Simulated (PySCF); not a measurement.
Compound: CF3C(O)NH2, C2H2F3NO.
Cartesian coordinates in Å at the PBE0-D3(BJ)/def2-SVP level; atoms count from 1:
```
atom  x, y, z in Å
N1     1.2053   -0.6461   -0.1666
C2     0.4827    0.4500    0.1375
O3     0.9176    1.5186    0.4866
C4    -1.0446    0.2414    0.0482
F5    -1.6091    1.2366   -0.6138
F6    -1.5635    0.1942    1.2695
F7    -1.3593   -0.9069   -0.5747
H8     2.2138   -0.5844   -0.1107
H9     0.7707   -1.4969   -0.4940
```

Computed with PySCF at CAM-B3LYP/def2-SVPD, non-relativistic, on one gas-phase PBE0-D3(BJ)/def2-SVP geometry that isn't relaxed in the solvent. The solvent is an IEF-PCM continuum (cavity from Bondi-type radii × 1.2), and excitations are vertical TDDFT with non-equilibrium linear response and a frozen core. Specific hydrogen bonds and non-electrostatic terms are outside this model.

```tsv
run	E − E(gas) (kcal/mol)	HOMO (eV)	HOMO–LUMO gap (eV)	dipole (D)	lowest singlet (eV)	static polarisability (au)
gas	0.00	-10.03	10.49	4.07	5.54	39.5
P	-6.34	-10.04	10.63	4.95	5.71	46.5
Q	-8.78	-10.03	10.65	5.32	5.79	49.6
```

**Question.** The runs were made in acetonitrile and chloroform. Which run belongs to which solvent?

**Answer.** P = chloroform, Q = acetonitrile. The dielectric constants are 4.711 (chloroform), 35.69 (acetonitrile), and the energy falls further as ε rises. The optical constants n² used for the excitations are 2.09, 1.81 in the same order. In this model the ground state sees the solvent through ε alone.

**Question.** How constant is the ratio of the lowering to (ε − 1)/(2ε + 1)?

**Answer.** 
```csv
solvent,(ε − 1)/(2ε + 1),E − E(gas) (kcal/mol),ratio (kcal/mol),polarisation term (kcal/mol)
chloroform,0.356,-6.34,-17.8,-7.36
acetonitrile,0.479,-8.78,-18.3,-10.79
```

The ratio changes by +2.9 % in size from chloroform to acetonitrile. The polarisation term is half the interaction of the solute with the induced surface charges.

The run took about 29 s of CPU time (one thread, shared machine). This is the whole response run at CAM-B3LYP/def2-SVPD in acetonitrile, SCF included.
